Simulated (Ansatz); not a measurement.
[MCl6] with several metals: gap (eV) at several levels, gas phase, relaxed structures; Ansatz. Core potentials for Ce, Dy, Er, Eu, Gd, Ho, Nd, Pr, Sm, Tb, Tm, Yb in the def2 sets, no spin–orbit coupling. HOMO and LUMO are taken over both spins. With an open 4f shell the SCF may have ended above the lowest state. Levels of anions in sets without diffuse functions are rough. The structures are stationary points that may keep the symmetry of their start. Remarks come from the PBE and PBE0 runs and from stability tests at other levels; not every state was tested. A HOMO above zero means that the electron is unbound at that level and held by the basis, or that self-interaction error raises the level; the energy of removing that electron tells which. HOMO above LUMO (over both spins in singlets and doublets, within one spin in higher multiplets; at PBE or PBE0), or a gap under 0.15 eV within one spin, warns that the state may not be the lowest or that an electron is smeared out.

| species | state | geometry | PBE-D4/def2-SVP | r2SCAN-D4/def2-TZVP | PBE0-D4/def2-SVP | PBE0-D4/def2-TZVP | remarks |
| --- | --- | --- | --- | --- | --- | --- | --- |
| [CeCl6]3- (CeCl6³⁻) | doublet | PBE-D4/def2-SVP | 0.70 | 1.39 | 4.92 | 5.46 | HOMO above zero at PBE or PBE0 |
| [PrCl6]3- (PrCl6³⁻) | triplet | PBE0-D4/def2-SVP | 0.57 | 1.40 | 5.88 | 5.74 | HOMO above zero at PBE or PBE0 |
| [NdCl6]3- (NdCl6³⁻) | quartet | PBE-D4/def2-SVP | 1.30 | 2.70 | 5.54 | 5.59 | HOMO above zero at PBE or PBE0 |
| [SmCl6]3- (SmCl6³⁻) | sextet | PBE-D4/def2-SVP | 0.66 | 1.29 | 3.70 | 3.79 | HOMO above zero at PBE or PBE0, spin-contaminated (⟨S²⟩ up to 8.88) |
| [EuCl6]3- (EuCl6³⁻) | septet | r2SCAN-D4/def2-SVP | 0.21 | 0.53 | 2.54 | 2.67 | HOMO above zero at PBE or PBE0, spin-contaminated (⟨S²⟩ up to 12.25) |
| [GdCl6]3- (GdCl6³⁻) | octet | PBE-D4/def2-SVP | 2.81 | 4.84 | 6.38 | 6.85 | HOMO above zero at PBE or PBE0 |
| [TbCl6]3- (TbCl6³⁻) | septet | r2SCAN-D4/def2-SVP | 0.93 | 1.91 | 6.14 | 6.58 | HOMO above zero at PBE or PBE0 |
| [DyCl6]3- (DyCl6³⁻) | sextet | PBE-D4/def2-SVP | 0.86 | 2.11 | 5.98 | 5.87 | HOMO above zero at PBE or PBE0 |
| [HoCl6]3- (HoCl6³⁻) | quintet | r2SCAN-D4/def2-SVP | 1.50 | 3.20 | 6.41 | 6.30 | HOMO above zero at PBE or PBE0 |
| [ErCl6]3- (ErCl6³⁻) | quartet | PBE-D4/def2-SVP | 0.91 | 3.12 | 5.93 | 5.87 | HOMO above zero at PBE or PBE0 |
| [TmCl6]3- (TmCl6³⁻) | triplet | PBE-D4/def2-SVP | 0.56 | 1.51 | 4.74 | 4.69 | HOMO above zero at PBE or PBE0 |
| [YbCl6]3- (YbCl6³⁻) | doublet | PBE-D4/def2-SVP | 0.10 | 0.62 | 3.65 | 3.85 | near-degenerate levels, HOMO above zero at PBE or PBE0, gap within one spin near zero |

Task: Estimate the column for PBE-D4/def2-TZVP.

Result: [CeCl6]3- (CeCl6³⁻) 0.70; [PrCl6]3- (PrCl6³⁻) 0.57; [NdCl6]3- (NdCl6³⁻) 1.31; [SmCl6]3- (SmCl6³⁻) 0.67; [EuCl6]3- (EuCl6³⁻) 0.22; [GdCl6]3- (GdCl6³⁻) 2.69; [TbCl6]3- (TbCl6³⁻) 0.94; [DyCl6]3- (DyCl6³⁻) 0.86; [HoCl6]3- (HoCl6³⁻) 1.39; [ErCl6]3- (ErCl6³⁻) 0.89; [TmCl6]3- (TmCl6³⁻) 0.58; [YbCl6]3- (YbCl6³⁻) 0.18.

Over the 12 species that have every level, the mean is 0.93 at PBE-D4/def2-SVP, 0.92 at PBE-D4/def2-TZVP, 2.05 at r2SCAN-D4/def2-TZVP, 5.15 at PBE0-D4/def2-SVP, 5.27 at PBE0-D4/def2-TZVP. Orbital gaps grow with the share of exact exchange and aren't one observable across functionals.
